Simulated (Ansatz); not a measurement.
CH₅Cl₂NSn, SMILES `C[NH][SnH]([Cl])[Cl]`, relaxed with RKS PBE-D4/def2-SVP in Ansatz from a rough embedded geometry. The force threshold is 0.03 eV/Å; the program also tests the step.

Total charge 0; spin multiplicity 1. Sn takes the def2 core potential.

Start:

```xyz
10

C    -0.828   -0.976    0.691
N    -0.788    0.428    0.498
Sn    0.958    0.945   -0.505
Cl    2.806    0.346    0.727
Cl    0.988   -0.033   -2.620
H     0.059   -1.346    1.242
H    -0.779   -1.489   -0.351
H    -1.740   -1.285    1.146
H    -1.632    0.696   -0.139
H     0.955    2.713   -0.688
```

```csv
step,energy (eV),largest force (eV/Å),largest move (Å)
1,-33463.5944,2.360,0.000
2,-33463.9470,1.031,0.192
3,-33464.0057,0.450,0.053
4,-33464.0182,0.117,0.056
5,-33464.0189,0.106,0.044
6,-33464.0231,0.071,0.051
7,-33464.0255,0.038,0.070
8,-33464.0256,0.045,0.069
9,-33464.0263,0.037,0.030
10,-33464.0266,0.018,0.016
```

End:

```xyz
10

C    -0.845   -1.043    0.678
N    -0.769    0.376    0.334
Sn    0.918    1.075   -0.585
Cl    2.670    0.232    0.757
Cl    1.249    0.156   -2.759
H     0.097   -1.354    1.172
H    -1.020   -1.731   -0.182
H    -1.665   -1.202    1.412
H    -1.616    0.699   -0.152
H     0.980    2.792   -0.674
```

Hardware: 4 threads of a server CPU on a shared host. Wall time 8.5 s, peak host memory 0.2 GiB.
